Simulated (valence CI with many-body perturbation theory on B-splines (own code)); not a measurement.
The numbers below are computed, except where a source is named.
**Cd7+: what each term of the Hamiltonian does**

Method: valence CI with perturbative core correlation (CI+MBPT): five valence electrons over a frozen Dirac-Fock core [Kr], a basis of 7 s, 7 p, 8 d, 6 f, 4 g, 1 h functions for each j, with the one-electron correlation potential Σ1 (screened to all orders), the two-electron term Σ2, the three-electron term Σ3, Breit, model QED; selected single and double excitations, second order for the rest, scaled by the run's own slope (own B-spline code, finite nucleus).

No measured levels were compared; by estimate terms of the open shell hold to 2 to 4 % of their energy, and close levels can change places; different configurations can be misplaced against each other by 1,000 to 8,000 cm⁻¹. Core correlation moves these levels by up to 22000 cm⁻¹, and in measured spectra 5 to 20 % of such shifts remained as error; rates that hang on mixing are uncertain with them. Among the levels kept, up to 1500 cm⁻¹ of a level comes from second order outside the variational space, and about a tenth of that is noise between levels of different J, which matters for small intervals. Only levels of the ground parity were solved; by the run's estimate the other parity begins above the list, which can be wrong where configurations are misplaced.

Each rung adds one term. CI alone is the Dirac-Coulomb CI over the frozen core; QED comes last and gives the full result, which names the levels. Energies are above 4d⁵ ⁶S_5/2 on the same rung, in cm⁻¹.

Names give the largest LS component (configuration and term), which can be under half, so a name can repeat, a term be missing and a line seem to break the LS rules; names also repeat where a configuration has a term twice. Letters in brackets count levels of one name in rising energy.

| Level | CI alone | Σ1 | Σ2 | Σ3 | Breit | QED | Full |
| --- | --- | --- | --- | --- | --- | --- | --- |
| 4d⁵ ⁴G_5/2 | 33808 | +39 | -2185 | -1060 | +135 | -9.5 | 30727 |
| 4d⁵ ⁴G_7/2 | 35434 | +215 | -2603 | -966 | +12 | -0.7 | 32092 |
| 4d⁵ ⁴G_11/2 | 35917 | +249 | -2673 | -935 | -82 | +1.5 | 32477 |
| 4d⁵ ⁴G_9/2 | 36152 | +270 | -2636 | -928 | -69 | +3.9 | 32794 |
| 4d⁵ ⁴P_5/2 | 36071 | +158 | -852 | -1299 | +129 | -9.1 | 34198 |
| 4d⁵ ⁴P_3/2 | 36828 | +118 | -397 | -1301 | +128 | -8.4 | 35366 |
| 4d⁵ ⁴P_1/2 | 38404 | +189 | +75 | -1308 | +54 | -1.5 | 37412 |
| 4d⁵ ⁴D_7/2 | 42110 | +271 | -1931 | -1211 | -23 | +2.5 | 39218 |
| 4d⁵ ⁴D_1/2 | 44137 | +375 | -974 | -1290 | -99 | +13 | 42162 |
| 4d⁵ ⁴D_5/2 | 44508 | +336 | -764 | -1334 | -92 | +11 | 42664 |
| 4d⁵ ⁴D_3/2 | 45032 | +402 | -490 | -1315 | -145 | +17 | 43500 |
| 4d⁵ ²I_11/2 | 51653 | +337 | -4537 | -1386 | -35 | -0.2 | 46032 |
| 4d⁵ ²I_13/2 | 53723 | +454 | -4748 | -1321 | -185 | +8.1 | 47932 |
| 4d⁵ ²D_5/2 [a] | 52597 | +340 | -326 | -1610 | -13 | +5.3 | 50994 |
| 4d⁵ ²D_3/2 [a] | 53831 | +282 | -670 | -1717 | +37 | +0.3 | 51763 |
| 4d⁵ ⁴F_7/2 | 55445 | +258 | -1815 | -1939 | +76 | -6.0 | 52020 |
| 4d⁵ ⁴F_9/2 | 55903 | +295 | -2299 | -1627 | +27 | -3.4 | 52295 |
| 4d⁵ ⁴F_5/2 | 57724 | +410 | -1252 | -1798 | -71 | +10 | 55023 |
| 4d⁵ ²H_9/2 | 61153 | +417 | -2154 | -1723 | -94 | +8.1 | 57608 |

The middle columns are the shifts that each term adds.

**Question.** How does the ionisation energy move along the ladder, and which term matters most?

**Answer.** CI alone 127.24, + Σ1 128.88, + Σ2 130.49, + Σ3 130.49, + Breit 130.53, + QED 130.53 eV. The largest step is Σ1, 1.63 eV, with Σ2 about as large (1.61). NIST lists 130.1 ± 2.1 eV (theoretical).
